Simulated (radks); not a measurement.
Removal energies from the potassium ion K8+, [Ne] 3s1, by Delta-SCF beside the eigenvalue of the level emptied. All-electron calculation, scalar-relativistic Kohn-Sham, r2SCAN, spin-polarised, spherical densities, finite nucleus; meta-GGA in the generalised Kohn-Sham scheme; Fermi nuclear charge, rms radius of each element as measured or else 0.836 A^(1/3) + 0.57 fm. Program: a radial shooting solver on a logarithmic mesh with Libxc functionals. Open shells are filled with parallel spins first.

| removed from | final configuration | Delta-SCF (eV) | -eigenvalue (eV) |
|---|---|---|---|
| 3s | [Ne] | 175.66 | 167.94 |
| 2p | [He] 2s2 2p5 3s1 | 477.19 | 448.45 |
| 2s | [He] 2s1 2p6 3s1 | 548.93 | 523.09 |
| 1s | 1s1 2s2 2p6 3s1 | 3801.5 | 3713.4 |
